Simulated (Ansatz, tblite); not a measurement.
Breaking a bond: MgN (cation, charge +1), lowest triplet found (which spin is the ground state isn't settled by this scan). Each curve is given relative to its own lowest point between 1.76 and 2.66 Å, where full CI is lowest.

```json
[
 {"R / Å": "1.52", "A": "43.5", "B": "79.7", "C": "76.8", "D": "67.6"},
 {"R / Å": "1.67", "A": "12.3", "B": "32.7", "C": "31.1", "D": "24.7"},
 {"R / Å": "1.76", "A": "4.6", "B": "17.5", "C": "16.2", "D": "11.6"},
 {"R / Å": "1.86", "A": "0.8", "B": "7.6", "C": "6.6", "D": "3.8"},
 {"R / Å": "1.95", "A": "0.0", "B": "2.8", "C": "2.2", "D": "0.7"},
 {"R / Å": "2.02", "A": "0.4", "B": "0.9", "C": "0.5", "D": "0.0"},
 {"R / Å": "2.07", "A": "1.0", "B": "0.2", "C": "0.0", "D": "0.1"},
 {"R / Å": "2.14", "A": "2.2", "B": "0.0", "C": "0.0", "D": "0.8"},
 {"R / Å": "2.19", "A": "3.3", "B": "0.2", "C": "0.3", "D": "1.6"},
 {"R / Å": "2.28", "A": "5.5", "B": "1.0", "C": "1.4", "D": "3.4"},
 {"R / Å": "2.38", "A": "8.4", "B": "2.4", "C": "2.9", "D": "5.5"},
 {"R / Å": "2.52", "A": "12.7", "B": "4.5", "C": "5.1", "D": "8.5"},
 {"R / Å": "2.66", "A": "17.2", "B": "6.6", "C": "7.0", "D": "11.1"},
 {"R / Å": "2.87", "A": "24.4", "B": "—", "C": "—", "D": "14.3"},
 {"R / Å": "3.09", "A": "31.9", "B": "—", "C": "—", "D": "16.8"},
 {"R / Å": "3.41", "A": "42.1", "B": "—", "C": "—", "D": "19.1"},
 {"R / Å": "3.72", "A": "50.4", "B": "—", "C": "—", "D": "20.5"},
 {"R / Å": "4.22", "A": "—", "B": "—", "C": "—", "D": "21.6"},
 {"R / Å": "4.65", "A": "—", "B": "—", "C": "—", "D": "22.1"},
 {"R / Å": "5.33", "A": "—", "B": "—", "C": "—", "D": "22.3"},
 {"R / Å": "6.18", "A": "—", "B": "—", "C": "—", "D": "22.5"},
 {"R / Å": "7.22", "A": "—", "B": "—", "C": "—", "D": "22.5"}
]
```

Energies in kcal/mol.

### Question
Which curve belongs to which method? The methods are GFN2-xTB, 300 K electronic temperature in tblite; CCSD on ROHF/aug-cc-pVDZ, frozen core in Ansatz (a first-principles code); Ansatz with CCSDT(Q)/B on ROHF/aug-cc-pVDZ, frozen core; unrestricted CAM-B3LYP/aug-cc-pVDZ in Ansatz.

### Answer
A is GFN2-xTB; B is ROCCSDT(Q); C is ROCCSD; D is UKS-CAM-B3LYP.

Dashes: no converged value, or the column stops at the first point that the program doubted or that broke a chosen test of continuity, which isn't proof of a fault.

The T1 diagnostic of CCSD on the restricted reference of ROCCSDT(Q), ROCCSD exceeds 0.045 at 1.67 to 3.09 Å. The unrestricted determinant behind UKS-CAM-B3LYP is spin-contaminated at 1.86 to 7.22 Å (<S²> up to 3.0, against 2.00 for a pure triplet). At the minimum UKS-CAM-B3LYP lies far from FCI: another state is possible.
